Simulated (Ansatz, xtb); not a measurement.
Molecule: H2Se (charge +1, doublet). 
Structure (B3LYP-D3(BJ)/def2-TZVP (Ansatz, a first-principles code) minimum search):
```xyz
3

Se     0.0000     0.0576     0.0017
H     -1.0670    -0.9799    -0.0261
H      1.0674    -0.9793    -0.0317
```
Charge +1, spin multiplicity 2.

Harmonic wavenumbers from GFN2-xTB (xtb, at its own minimum), cm⁻¹: 936, 1977, 1983.

### Question
Give the harmonic wavenumbers at B3LYP-D3(BJ)/def2-TZVP (Ansatz, finite differences of forces, unscaled).

### Answer
1046, 2336, 2341 cm⁻¹. Zero-point energy 8.2 kcal/mol.

### Question
From these and the geometry, give the ideal-gas thermochemistry at 298.15 K and 1 atm (rigid rotor, harmonic oscillator).

### Answer
Point group C2v, rotational symmetry number 2. Rotational constants 238.7, 220.1, 114.5 GHz. S(trans) 39.09, S(rot) 13.27, S(vib) 0.08, S(elec, spin only) 1.38, S 53.8 cal/(mol K). H(298) - H(0) 2.39 kcal/mol; G - E(el) -5.5 kcal/mol.
